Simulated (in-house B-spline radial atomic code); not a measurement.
Hg⁶⁺: [Xe] 4f14 (5d3/2)2 (5d5/2)3 8s1 (an excited or competing configuration)

Method: Dirac-Hartree-Fock, average of the jj configuration, Fermi nucleus of rms radius 5.4648 fm. Calculated with an all-electron radial atomic-structure program (B-spline basis).

Screening seen three ways: the hydrogenic charge with the same mean radius, Z_r = [3n² - l(l+1)]/(2<r>), the one with the same energy, Z_e = n√(-2ε), and Slater's rules. Values are occupation-weighted means over j. An effective charge above Z reflects the relativistic contraction of the inner shells.

```json
{"shell": "1s", "electrons": "2", "ε (eV)": "-83758", "<r> (bohr)": "0.01659", "Z_r": "90.41", "Z_e": "78.46", "Slater": "79.70"}
{"shell": "2s", "electrons": "2", "ε (eV)": "-15077", "<r> (bohr)": "0.06922", "Z_r": "86.68", "Z_e": "66.58", "Slater": "75.85"}
{"shell": "2p", "electrons": "6", "ε (eV)": "-13140", "<r> (bohr)": "0.06275", "Z_r": "79.68", "Z_e": "62.15", "Slater": "75.85"}
{"shell": "3s", "electrons": "2", "ε (eV)": "-3725.3", "<r> (bohr)": "0.1798", "Z_r": "75.09", "Z_e": "49.64", "Slater": "68.75"}
{"shell": "3p", "electrons": "6", "ε (eV)": "-3148.3", "<r> (bohr)": "0.1809", "Z_r": "69.11", "Z_e": "45.64", "Slater": "68.75"}
{"shell": "3d", "electrons": "10", "ε (eV)": "-2481", "<r> (bohr)": "0.1651", "Z_r": "63.59", "Z_e": "40.51", "Slater": "58.85"}
{"shell": "4s", "electrons": "2", "ε (eV)": "-936.38", "<r> (bohr)": "0.399", "Z_r": "60.16", "Z_e": "33.18", "Slater": "52.25"}
{"shell": "4p", "electrons": "6", "ε (eV)": "-741.84", "<r> (bohr)": "0.423", "Z_r": "54.38", "Z_e": "29.54", "Slater": "52.25"}
{"shell": "4d", "electrons": "10", "ε (eV)": "-492.59", "<r> (bohr)": "0.4481", "Z_r": "46.86", "Z_e": "24.07", "Slater": "40.85"}
{"shell": "5s", "electrons": "2", "ε (eV)": "-237.01", "<r> (bohr)": "0.8962", "Z_r": "41.85", "Z_e": "20.87", "Slater": "22.35"}
{"shell": "4f", "electrons": "14", "ε (eV)": "-221.31", "<r> (bohr)": "0.4775", "Z_r": "37.70", "Z_e": "16.13", "Slater": "29.45"}
{"shell": "5p", "electrons": "6", "ε (eV)": "-178.77", "<r> (bohr)": "1.002", "Z_r": "36.42", "Z_e": "18.12", "Slater": "22.35"}
{"shell": "5d", "electrons": "5", "ε (eV)": "-108.83", "<r> (bohr)": "1.232", "Z_r": "28.00", "Z_e": "14.14", "Slater": "10.60"}
{"shell": "8s", "electrons": "1", "ε (eV)": "-26.37", "<r> (bohr)": "5.473", "Z_r": "17.54", "Z_e": "11.14", "Slater": "7.00"}
```

The least bound orbital is 8s1/2 at -26.37 eV, and it is also the most diffuse (<r> = 5.473 bohr).

For the 1s electron the small component carries 9.25 % of the norm, the zero-frequency Breit interaction raises the level by 315.9 eV, self-energy by 203 eV, and vacuum polarisation lowers it by 42.02 eV.
